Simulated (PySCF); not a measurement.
WO2F2, SMILES [W](=[O])(=[O])([F])[F], multiplicity 1. Heavy atoms are numbered as in [W:1](=[O:2])(=[O:3])([F:4])[F:5].

Coordinates come from a B3LYP-D3(BJ)/def2-SVP optimisation. The spin state was assumed, not searched. The isomer is the one that the SMILES or the coordinates give; other isomers of the formula were not compared. The def2 effective core potentials stand for the cores of W; spin–orbit coupling is left out.

These are PBE/def2-TZVP (PySCF) values and carry that method's errors.

Atomic charges (e), one atom of each kind:

```tsv
atom	Mulliken	Löwdin
W1	___	0.85
O2	___	-0.24
F4	___	-0.19
```

Problem. Complete the blanks. (The exact figures need the calculation; the answer reports its results.)

Solution. 
- W1, Mulliken: 1.48
- O2, Mulliken: -0.41
- F4, Mulliken: -0.33
